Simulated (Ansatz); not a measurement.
BaBr, multiplicity 2 (the spin of the measured ground state), most abundant isotopes (78.9183 and 137.9052 u). Constants from fifth-degree fits in 1/R to seven points on the lowest solution found; no spin–orbit coupling, no relativity up to Kr; ω_e x_e and α_e move by some per cent with the fit.

Correlated levels freeze the inner cores; with def2 sets outer-core shells near the valence are correlated too.

Codes used: Ansatz (Gaussian orbitals). Values without a source in brackets are computed. In def2 rows elements past Kr take small-core potentials, without spin–orbit coupling.

```
level               r_e (Å)  ω_e (cm⁻¹)  ω_e x_e (cm⁻¹)  α_e (cm⁻¹)
------------------  -------  ----------  --------------  ----------
PBE/def2-TZVPP       2.8498       191.3           0.433    0.000126
CCSD(T)/def2-QZVPP   2.8675       189.6           0.410    0.000125
```

D_e from total energies of the atoms and the molecule: 4.27 eV at PBE/def2-TZVPP; 4.18 eV at CCSD(T)/def2-QZVPP.

**Question.** Derive the rotational constants, the centrifugal constant, the fundamental, the zero-point energy and the force constant, and test the Morse rule for the well depth.

**Answer.** 
μ = 50.19405 u.
- PBE/def2-TZVPP: B_e = 16.8576/(μ r_e²) = 0.041354 cm⁻¹; B₀ = B_e − α_e/2 = 0.041291 cm⁻¹; D = 4B_e³/ω_e² = 7.73e-09 cm⁻¹; fundamental ω_e − 2ω_e x_e = 190 cm⁻¹; zero-point energy ω_e/2 − ω_e x_e/4 = 96 cm⁻¹; k = μ(2πcω_e)² = 108 N/m; a Morse well would hold ω_e²/(4ω_e x_e) = 2.62 eV against the computed D_e of 4.27 eV
- CCSD(T)/def2-QZVPP: B_e = 16.8576/(μ r_e²) = 0.040845 cm⁻¹; B₀ = B_e − α_e/2 = 0.040782 cm⁻¹; D = 4B_e³/ω_e² = 7.58e-09 cm⁻¹; fundamental ω_e − 2ω_e x_e = 189 cm⁻¹; zero-point energy ω_e/2 − ω_e x_e/4 = 95 cm⁻¹; k = μ(2πcω_e)² = 106 N/m; a Morse well would hold ω_e²/(4ω_e x_e) = 2.72 eV against the computed D_e of 4.18 eV

Measured for the ground state: ω_e 193.8 cm⁻¹ [Huber and Herzberg (1979), NIST Chemistry WebBook].

Ansatz is a first-principles code.
